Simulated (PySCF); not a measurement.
C2H8FNSi2. Atoms are numbered in the order given.

```xyz
14

C      2.9392     1.1321    -0.5034
C      2.2588     0.0038    -0.2593
Si     0.5791    -0.3878    -0.9929
Si    -1.1046    -0.4122     0.6405
N     -2.6319    -0.4800    -0.1443
F     -0.8938     0.9396     1.5520
H      2.5574     1.9028    -1.1824
H      3.9083     1.3396    -0.0357
H      2.6996    -0.7243     0.4354
H      0.2375     0.6538    -2.0111
H      0.5962    -1.7225    -1.6680
H     -1.0472    -1.5506     1.5978
H     -2.8361     0.1096    -0.9453
H     -3.4799    -0.7192     0.3615
```

Coordinates come from a B3LYP-D3(BJ)/def2-SVP optimisation. The structure was generated by enumeration; whether it is a known compound was not checked. The values are those of a single conformer.

Method: TDA-PBE/def2-SVPD (PySCF).

Vertical excitations. The molecule is in vacuum.

```csv
state,energy (eV),λ (nm),f,main pairs
S1,5.09,244,0.020,"HOMO−1→LUMO 63 %, HOMO→LUMO 35 %"
S2,5.53,224,0.102,"HOMO→LUMO 38 %, HOMO−2→LUMO 25 %, HOMO−1→LUMO 25 %"
S3,5.73,216,0.023,HOMO→LUMO+1 87 %
S4,5.92,209,0.010,HOMO−1→LUMO+1 94 %
S5,6.13,202,0.006,HOMO→LUMO+2 84 %
S6,6.39,194,0.007,"HOMO−3→LUMO 64 %, HOMO−2→LUMO 17 %"
S7,6.47,192,0.022,HOMO−1→LUMO+2 68 %
S8,6.53,190,0.016,"HOMO→LUMO+3 58 %, HOMO−2→LUMO+1 21 %, HOMO−1→LUMO+2 10 %"
S9,6.64,187,0.028,"HOMO−2→LUMO+1 53 %, HOMO→LUMO+3 28 %"
S10,6.79,183,0.063,HOMO−4→LUMO 67 %
T1,4.15,299,0,"HOMO→LUMO 71 %, HOMO−1→LUMO 13 %, HOMO−2→LUMO 12 %"
T2,5.01,247,0,"HOMO−1→LUMO 69 %, HOMO→LUMO 22 %"
T3,5.28,235,0,"HOMO→LUMO+1 74 %, HOMO−2→LUMO 12 %"
T4,5.40,229,0,"HOMO−2→LUMO 64 %, HOMO→LUMO+1 18 %"
```
Triplets are in the Tamm–Dancoff approximation.
